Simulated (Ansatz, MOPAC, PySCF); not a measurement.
Pair of molecules: HF (SMILES F) (first 2 atoms) with CH4O (SMILES CO); geometry from B3LYP-D3(BJ)/def2-TZVP, rigid monomers moved along the line of their centres of mass till H2···O4 is 1.48 Å.
(charge 0, multiplicity 1):
```xyz
8

F      0.0851     0.0129     0.2358
H     -0.2159    -0.0603     1.1336
C      0.5221     0.3914     3.3491
O     -0.5472    -0.1683     2.5753
H      0.2505     0.4436     4.4052
H      0.6811     1.3985     2.9713
H      1.4439    -0.1825     3.2301
H     -0.7222    -1.0682     2.8707
```

Monomers are frozen at their geometry in the pair; levels with a basis set take the counterpoise correction. Rows marked so take none.

Rows in 6-31G* carry no dispersion term and start afresh at each structure (6-31G* with six Cartesian d functions). The state that PM3 reach isn't checked.

Programs: Ansatz (an electronic-structure program) with Gaussian orbitals; MOPAC for PM3 (differences of heats of formation); PySCF for 6-31G* rows. Values without a source in brackets are computed.

Problem. One of these levels gives -29.5 kJ/mol for the interaction energy. Which one is it?
(A) HF/6-31G* (no counterpoise)
(B) HF/aug-cc-pVTZ
(C) HF/6-31G*
(D) PM3

Solution. B, HF/aug-cc-pVTZ. The others give 20.8 (PM3), -24.5 (HF/6-31G*), -32.8 (HF/6-31G* (no counterpoise))
